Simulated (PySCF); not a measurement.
Compound: Si8F8 cubane, Si8F8.
Z-matrix (Å and degrees, PBE0-D3(BJ)/def2-SVP geometry), rows numbered from 1:
```
Si
F   1  1.6274
Si  1  2.4851  2  107.46
F   3  1.6268  1  107.62  2    -6.28
Si  3  2.3307  1   94.41  2  -134.35
F   5  1.6198  3  129.33  1   139.10
Si  1  2.2936  2  133.29  3   -94.98
F   7  1.6276  1  132.66  2   -52.14
Si  7  2.4896  1   81.72  2  -159.59
F   9  1.6271  7  108.43  1   127.33
Si  1  2.3302  2  124.30  3   107.98
F  11  1.6197  1  128.80  2    24.48
Si  3  2.2920  1   81.80  2   126.51
F  13  1.6275  3  132.82  1  -159.61
Si  9  2.2915  7   81.80  1  -100.19
F  15  1.6271  5  124.64  3  -114.01
```

The calculation used PySCF, PBE0-D3(BJ)/def2-SVP geometry optimisation, gas phase.

Take the most abundant isotopes and a rigid rotor. The values belong to one conformer.

(1) Give the principal moments of inertia and the rotational constants in cm⁻¹.

(2) Classify the top.

Answers

(1) Ia = 1822.11, Ib = 2016.22, Ic = 2019.39 u·Å²; 505379 MHz·u·Å²/I gives 277.4, 250.7 and 250.3 MHz, that is A = 0.00925, B = 0.00836, C = 0.00835 cm⁻¹.

(2) A prolate symmetric top, as the point group D3 requires two equal moments. Ray's parameter κ = (2B − A − C)/(A − C) = -0.971; −1 is the prolate and +1 the oblate limit.

The point group D3 allows no dipole (computed: 0.02 D), so a rigid rotor has no electric-dipole lines.

Not checked by PBE0-D3(BJ)/def2-SVP frequencies. Zero-point vibration and centrifugal distortion are left out.

Time: 17 min wall, 38 min CPU; peak memory 2.2 GiB. Hardware: an Intel Xeon Platinum 8375C at 2.90 GHz with 2 threads, on a shared host. This is the geometry optimisation.
